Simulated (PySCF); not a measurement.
**Tellurium: a sound run and one with changed settings**

Sound run: Te [Kr] 4d10 5s2 5p4, Te⁺ [Kr] 4d10 5s2 5p3. All numbers are calculated (PySCF 2.14, scalar relativity by spin-free X2C-1e, in x2c-SVPall (6s5p3d, 36 functions)). In the sound run the correlated levels freeze [Kr] 4d10. The sound run starts from symmetry-adapted Hartree-Fock orbitals and uses a fine grid where one is needed.

Changed run: the non-relativistic Hamiltonian (point nucleus). This setting is unsound on purpose.

| species | method | sound run (hartree) | changed run (hartree) | converged |
| --- | --- | --- | --- | --- |
| Te | UHF | -6790.12082 | -6440.21813 | yes |
| Te | MN15 | -6797.41224 | -6447.63859 | yes |
| Te | TPSS | -6792.64473 | -6442.78046 | yes |
| Te | MP2 | -6790.17891 | -6440.27816 | yes |
| Te | CCSD(T) | -6790.19314 | -6440.29533 | yes |
| Te⁺ | UHF | -6789.83891 | -6439.90315 | yes |
| Te⁺ | MN15 | -6797.09577 | -6447.27797 | yes |
| Te⁺ | TPSS | -6792.32569 | -6442.42314 | yes |
| Te⁺ | MP2 | -6789.88331 | -6439.95227 | yes |
| Te⁺ | CCSD(T) | -6789.89624 | -6439.96933 | yes |

Ionisation energy of Te:

```json
{"method": "UHF", "sound run (eV)": "7.671", "changed run (eV)": "8.571"}
{"method": "MN15", "sound run (eV)": "8.612", "changed run (eV)": "9.813"}
{"method": "TPSS", "sound run (eV)": "8.681", "changed run (eV)": "9.723"}
{"method": "MP2", "sound run (eV)": "8.044", "changed run (eV)": "8.868"}
{"method": "SCS-MP2", "sound run (eV)": "8.057", "changed run (eV)": "8.875"}
{"method": "CCSD", "sound run (eV)": "8.073", "changed run (eV)": "8.867"}
{"method": "CCSD(T)", "sound run (eV)": "8.079", "changed run (eV)": "8.871"}
```

Most of the change in total energy is the relativistic energy itself. On top of that the contraction fixes the core shape for the Hamiltonian it was made with, so the changed run is not a good calculation with the other Hamiltonian either.

For comparison, NIST gives 9.010 eV between the lowest levels.
